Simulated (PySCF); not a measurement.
**Vibration and rotation of LiBi⁺**

UHF-CCSD(T) constants of LiBi⁺, ⁴Σ⁻ (quartet), unpaired electrons σ ↑, π ↑↑ (basis Li def2-SVPD, Bi def2-SVPD with ECP60; scalar-relativistic core potentials; PySCF 2.14; masses 7.0160 and 208.9804 u):

| Property | Result |
| --- | --- |
| ωe | 182.7 cm⁻¹ |
| ωexe | 1.84 cm⁻¹ |
| Be | 0.25415 cm⁻¹ |
| αe | 0.00418 cm⁻¹ |
| D (centrifugal) | 1.97e-06 cm⁻¹ |

(1) Give the vibrational terms G(v) and spacings up to v = 6.

Correlated steps freeze 4 core orbitals. Spin–orbit coupling is left out, which matters for elements this heavy, above all for dissociation energies. The state is the lowest determinant that a PBE0 search found; another state may lie lower at other levels.

Answers

(1) G(v) = ωe(v+½) − ωexe(v+½)².

```csv
v,G(v) (cm⁻¹),G(v) − G(v−1),Bv (cm⁻¹)
0,91,,0.2521
1,270,179,0.2479
2,445,175,0.2437
3,617,172,0.2395
4,785,168,0.2353
5,949,164,0.2312
6,1110,161,0.2270
```
